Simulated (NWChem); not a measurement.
**Correlation energy of F$_{2}$Mg**

```xyz
3

Mg     0.0000     0.0000     0.0000
F      0.0000     0.0000     1.7682
F      0.0000     0.0000    -1.7682
```
Charge 0, spin multiplicity 1.

The numbers come from NWChem runs, not from measurements. The geometry was optimised at PBE/def2-SVP, a minimum by its harmonic frequencies.

Basis set: cc-pVDZ. Each correlation energy counts from its own Hartree-Fock reference.

```csv
method,correlation energy (mHa),difference from CCSD(T)
MP2,-412.4,+6.8
SCS-MP2,-396.4,+22.8
CCSD,-413.8,+5.3
CCSD+T(CCSD),-420.7,-1.5
CCSD(T),-419.1,0.0
CR-CCSD[T],-419.5,-0.4
CR-CCSD(T),-418.3,+0.8
```

The values span 24.3 mHa, from CCSD+T(CCSD) (lowest) to SCS-MP2 (highest). 

The correlated methods keep 7 core orbitals frozen. The structure started from a generated list of species. Differences from the coupled-cluster row are differences between methods, not errors against experiment.
